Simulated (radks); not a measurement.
Excited configurations of B: one electron is placed in a higher orbital outside [He] 2s2. The ground configuration is [He] 2s2 2p1. Calculated with a radial shooting solver on a logarithmic mesh with Libxc functionals: Dirac Kohn-Sham, PBE, spin-unpolarised, spherical densities, finite nucleus; open shells fill j = l - 1/2 first; Fermi nuclear charge, rms radius 2.406 fm. Excitation = E - E(ground); binding = E(ion) - E, where the ion is the core of charge +1; n* = 1/sqrt(2 binding) in atomic units, and the quantum defect is n - n*.

outer orbital  excitation (eV)  binding (eV)  quantum defect  eigenvalue (eV)
3p1/2                    5.792         2.430           0.634           -1.276
4p1/2                    6.906         1.315           0.784           -0.774
4d3/2                    7.196         1.026           0.358           -0.565
4f5/2                    7.314         0.907           0.128           -0.437
5f5/2                    7.598         0.624           0.329           -0.366
6s1/2                    7.587         0.634           1.369           -0.420

The Delta-SCF ionisation energy is 8.222 eV (NIST Atomic Spectra Database: 8.298 eV, measured). Self-interaction in the functional shifts the binding energies and quantum defects, so they are the method's values and not measured ones. Spin polarisation and multiplet splitting are left out, so open shells lie too high by an amount that depends on their filling.

Beside tabulated values, note that spin-unpolarised runs miss the spin-polarisation part of the exchange energy of open shells.
